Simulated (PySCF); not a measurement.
A GIAO shielding run with PySCF (density fitting, non-relativistic, gas phase) on `CC(C)(F)C=C=S`, C₅H₇FS:

```
$ OMP_NUM_THREADS=1 python probes_run.py task.json out

{"job": {"kind": "nmr", "xc": "PBE0", "basis": "pcSseg-1"}, "charge": 0, "multiplicity": 1}
C     -1.066026    -0.762061     0.716137
C     -0.376814    -0.021249    -0.425654
C     -0.230212     1.470041    -0.138949
F     -1.173844    -0.155518    -1.556721
C      0.964437    -0.651059    -0.759509
C      1.968089    -0.713544     0.056292
S      3.160008    -0.774188     1.057701
H     -1.173322    -1.815142     0.467362
H     -0.474928    -0.670178     1.622468
H     -2.054319    -0.340131     0.883469
H      0.243807     1.966823    -0.982099
H     -1.211650     1.910773     0.020061
H      0.379939     1.615755     0.747514
H      1.044158    -1.060795    -1.755128
```

Hardware: 1 thread of an Intel Xeon Platinum 8488C, shared host. The job also computes population analyses, field gradients.

Problem. How large is the calculation?

Solution. 62 electrons, 161 basis functions and 855 auxiliary functions.

Problem. How long does it take, and how much memory does it need?

Solution. 21 s of wall time, with 14 SCF cycles and 5 response iterations; peak memory 0.77 GiB. Times on a shared host scatter by some tens of per cent.
